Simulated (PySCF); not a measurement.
## Structure from NMR data

Molecular formula: C6H8N4. Simulated spectra:

¹H NMR (500 MHz, computed): δ 4.59 (q, 2H), 2.75 (s, 3H), 1.60 (t, 3H).

¹³C{¹H} NMR (computed): δ 159.2 (C), 116.0 (C), 114.8 (C), 46.7 (CH2), 18.7 (CH3), 13.8 (CH3).

[PySCF: GFN2-xTB structure; GIAO PBE0/pcSseg-1 shieldings; a single conformation; non-relativistic Hamiltonian; no solvent; averaged over atoms made equivalent by symmetry, fast rotation or ring inversion]

Scale: TMS for ¹H (31.72 ppm), ¹³C (186.93 ppm) (reference shieldings calculated alike).

Propose a structure and justify it.

## Answers


1. Rings plus π bonds: 5 (1 ring in the answer).
2. 6 carbon signals for 6 carbons: no two carbons are equivalent.
3. Carbon types of the structure: 3 × C, 1 × CH2, 2 × CH3, which accounts for all hydrogens.
4. δC 159.2, 114.8: substituted aromatic carbon next to a ring nitrogen.
5. δC 116.0: nitrile carbon; this is the usual window of a C≡N carbon, which has no attached hydrogen.
6. δC 46.7: sp3 CH2 bonded to N; pulled downfield by the heteroatom.
7. δC 18.7: methyl carbon; aliphatic region, no heteroatom directly attached.
8. δC 13.8: methyl carbon on an aromatic ring; saturated and bonded to C and H only.
9. δH 4.59: hydrogen on an sp3 CH2 bonded to N; its carbon carries N, an electronegative neighbour.
10. δH 2.75: hydrogen on a methyl carbon on an aromatic ring; benzylic-type position, deshielded by the ring.

These data were computed for `InChI=1S/C6H8N4/c1-3-10-6(4-7)5(2)8-9-10/h3H2,1-2H3`.

This is the structure that produced the data.

Shifts are as computed. Against solution values, carbons near 30 ppm lie about +3 ppm off and those near 130 ppm about +5 ppm. Of 1211 compounds with measured shifts, 218 miss one by over three times the rms of a fit or turn the order of signals round; such compounds aren't used in these exercises. No couplings were computed; multiplicities are counted from neighbouring protons, with m where these are inequivalent, close in shift, in a saturated or five-membered ring or joined by F or P, and br s for small geminal =CH2 splittings.
